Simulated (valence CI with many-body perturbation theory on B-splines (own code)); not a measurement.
## Which ion has this spectrum?

A relativistic CI+MBPT calculation for an atom or ion with 6 electrons gives these levels (eV):

```tsv
J	Parity	E	g
0	even	0.0	
1	even	461.1	1.48
2	even	477.6	1.16
2	odd	667.8	1.55
1	odd	733.6	1.09
2	even	953.0	1.30
0	even	997.6	
2	odd	1109.8	1.55
3	odd	1147.2	1.31
0	odd	1188.8	
1	odd	1205.3	1.30
2	odd	1215.5	1.07
1	odd	1218.8	1.34
2	even	1436.3	1.33
```

The energies are calculated, and their last digits are not significant.

Task: Which is it?
A. Pr53+
B. Nd54+
C. Ce52+
D. Ba50+

Result: C. Ce52+, ground level (2s^2 2p1/2^2) J=0.
